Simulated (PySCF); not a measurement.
**Radial density of Al³⁺ (aluminium, charge +3)**

UHF, [Ne], closed-shell 1S. Calculation: PySCF 2.14, in dyall-av2z (13s9p2d, 50 functions); no relativity, point nucleus.

| r (bohr) | 4πr²ρ (e/bohr) |
| --- | --- |
| 0.00158 | 0.04202 |
| 0.00266 | 0.1159 |
| 0.00447 | 0.3121 |
| 0.00752 | 0.8170 |
| 0.0126 | 2.022 |
| 0.0213 | 4.581 |
| 0.0358 | 8.912 |
| 0.0602 | 13.53 |
| 0.101 | 13.90 |
| 0.170 | 9.414 |
| 0.286 | 9.757 |
| 0.482 | 12.57 |
| 0.810 | 6.276 |
| 1.36 | 0.7275 |
| 2.29 | 0.007546 |
| 3.86 | 2.497e-05 |
